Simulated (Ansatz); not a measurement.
`[OH][Zr]([F])([Cl])[Cl]` + HCl → `[OH][Zr]([Cl])([Cl])[Cl]` + H–F at 400 K and 1 bar (ligand exchange at a Zr–F bond).

Computed with Ansatz on PBE0-D4/def2-TZVP structures; ΔE is electronic, products minus reactants. CCSD(T)/CBS adds triple-zeta CCSD(T) − MP2 to the extrapolated MP2 energy (def2 sets, frozen cores). This one scheme is used for every species. def2 core potentials past Kr. For Zr outer-core shells are correlated without core-valence functions, which leaves a few kJ/mol of doubt a bond. Each species was taken in one conformer, which may not be the lowest.

| species | CCSD(T)/CBS energy (Eh) | H − E (kJ/mol) | S (J/(mol·K)) |
| --- | --- | --- | --- |
| `[OH][Zr]([F])([Cl])[Cl]` | -1142.42143 | 79.0 | 413.5 |
| HCl | -460.38127 | 29.6 | 195.4 |
| `[OH][Zr]([Cl])([Cl])[Cl]` | -1502.40323 | 78.0 | 416.8 |
| H–F | -100.39570 | 36.5 | 182.2 |

H − E and S are ideal-gas, rigid-rotor, harmonic terms from PBE0-D4/def2-TZVP, for one conformer and one mirror image of each species. 1 Eh = 2625.50 kJ/mol, R = 8.31446 J/(mol·K).

Question: By hand: ΔE, ΔH, ΔS and ΔG.

Answer: ΔE = (-1502.40323) + (-100.39570) − (-1142.42143) − (-460.38127) = 0.00377 Eh = 9.9 kJ/mol. Δ(H − E) = 78.0 + 36.5 − 79.0 − 29.6 = 5.9, so ΔH = 15.8 kJ/mol. ΔS = 416.8 + 182.2 − 413.5 − 195.4 = -9.9 J/(mol·K). ΔG = 15.8 − 400 × (-9.9)/1000 = 19.8 kJ/mol.

Question: By hand: the equilibrium constant, and the temperature at which ΔG would vanish if ΔH and ΔS stayed fixed.

Answer: log₁₀ K = −ΔG/(RT ln 10) = -2.6. ΔH and −TΔS have one sign here, so there is no such temperature.

The number of gas molecules stays the same, so ΔS is small and ΔH decides. A doubt of 5 kJ/mol in ΔE shifts log₁₀ K by 0.7 here. Other conformers and mirror images would add mixing entropy, several J/(mol·K) or more a flexible species. These are equilibria of isolated gas molecules and say nothing of rates. Largest T1 diagnostic: 0.016 (customary marks: 0.02 for closed shells, 0.045 for open ones).

ΔS is within the doubt of such terms, so its sign, and with it that verdict, could turn.
